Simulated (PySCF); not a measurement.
C2H8SeSi.
Z-matrix (Å and degrees, PBE0-D3(BJ)/def2-SVP geometry), rows numbered from 1:
```
C 
C   1  1.5262
Si  2  1.8824  1  113.70
Se  3  2.2894  2  112.34  1  -179.42
H   1  1.1017  2  111.67  3   -59.81
H   1  1.1013  2  111.51  3  -179.75
H   1  1.1017  2  111.68  3    60.28
H   2  1.1042  1  110.73  3   120.91
H   2  1.1032  1  111.35  3  -121.82
H   3  1.4961  2  109.85  1    57.82
H   3  1.4942  2  111.36  1   -62.88
H   4  1.4718  3   92.95  2   -65.92
```

The calculation used PySCF 2.14.0, PBE0-D3(BJ)/def2-SVP geometry optimisation, gas phase.

Masses are those of the commonest isotopes; rigid-rotor values at the optimised geometry. The values belong to one conformer with, in the numbering `[CH3:1][CH2:2][SiH2:3][SeH:4]`, C1–C2–Si3–Se4 -179°, C2–Si3–Se4–H -66°.

Task: What are A, B and C (GHz)?

Result: Ia = 38.67, Ib = 427.67, Ic = 450.59 u·Å²; 505379 MHz·u·Å²/I gives 13069, 1182 and 1122 MHz, that is A = 13.069, B = 1.1817, C = 1.1216 GHz.

Task: What kind of rotor is it?

Result: A near-prolate asymmetric top: κ = (2 × 1182 − 13069 − 1122)/(13069 − 1122) = -0.99.

Task: Is it planar, by Δ = Ic − Ia − Ib?

Result: Not planar: Δ = Ic − Ia − Ib = -15.76 u·Å². For a rigid frame Δ = −2 Σ m c², so Σ m c² = 7.88 u·Å² lies off the ab plane: 7.82 from hydrogen and 0.06 from heavier atoms. The atom farthest from that plane is 1.30 Å away.

Task: Give the other two planar moments, Paa and Pbb, and the rms extents of the mass along the axes.

Result: Paa = Σ m a² = (Ib + Ic − Ia)/2 = 419.79 and Pbb = Σ m b² = (Ia + Ic − Ib)/2 = 30.79 u·Å². With the mass M = 139.96 u, the rms extents √(P/M) along a, b and c are 1.73, 0.47, 0.24 Å.

Task: Give the coordinates in the principal-axis frame, origin at the centre of mass.

Result: The sense of each axis is arbitrary; atoms in the order of the calculation.
| atom | mass (u) | a (Å) | b (Å) | c (Å) |
| --- | --- | --- | --- | --- |
| C1 | 12.000 | -3.533 | 0.183 | 0.010 |
| C2 | 12.000 | -2.091 | 0.684 | 0.024 |
| Si3 | 27.977 | -0.811 | -0.694 | -0.025 |
| Se4 | 79.917 | 1.333 | 0.107 | 0.019 |
| H5 | 1.008 | -3.750 | -0.407 | -0.895 |
| H6 | 1.008 | -4.251 | 1.018 | 0.035 |
| H7 | 1.008 | -3.749 | -0.459 | 0.879 |
| H8 | 1.008 | -1.898 | 1.343 | -0.841 |
| H9 | 1.008 | -1.888 | 1.298 | 0.918 |
| H10 | 1.008 | -1.017 | -1.536 | -1.244 |
| H11 | 1.008 | -0.903 | -1.566 | 1.186 |
| H12 | 1.008 | 1.201 | 0.749 | -1.298 |

Task: Where do the levels up to J = 2 lie, in cm⁻¹?

Result: Above 0(0,0):
J = 1: 1(0,1) 0.0768, 1(1,1) 0.4733, 1(1,0) 0.4754
J = 2: 2(0,2) 0.2305, 2(1,2) 0.6250, 2(1,1) 0.6310, 2(2,1) 1.8206, 2(2,0) 1.8206

Task: Predict some low-J microwave lines.

Result: The dipole components are |μa| = 1.55 D, |μb| = 0.60 D, |μc| = 0.56 D. The squared components, which scale the intensities, stand as 1.00 : 0.15 : 0.13 (a : b : c). Some lines, for components of 0.1 D or more:

| type | branch | J(Ka,Kc) | MHz | lower level (cm⁻¹) |
| --- | --- | --- | --- | --- |
| a | Q | 4(1,3) ← 4(1,4) | 601 | 1.156 |
| a | R | 3(1,3) ← 2(1,2) | 6820 | 0.625 |
| a | R | 3(2,1) ← 2(2,0) | 6911 | 1.821 |
| a | R | 4(0,4) ← 3(0,3) | 9211 | 0.461 |
| b | Q | 1(1,0) ← 1(0,1) | 11947 | 0.077 |
| c | Q | 3(2,2) ← 3(1,2) | 35572 | 0.865 |
| b | Q | 4(3,1) ← 4(2,2) | 59584 | 2.358 |
| b | Q | 3(3,1) ← 3(2,2) | 59587 | 2.051 |
| c | R | 4(3,1) ← 3(2,1) | 68799 | 2.051 |
| b | Q | 4(4,1) ← 4(3,2) | 83421 | 4.346 |

No PBE0-D3(BJ)/def2-SVP frequencies stand behind this structure, so it isn't proved a minimum. Zero-point vibration and centrifugal distortion are left out. A rigid rotor knows nothing of internal rotation, which can split or shift real lines.
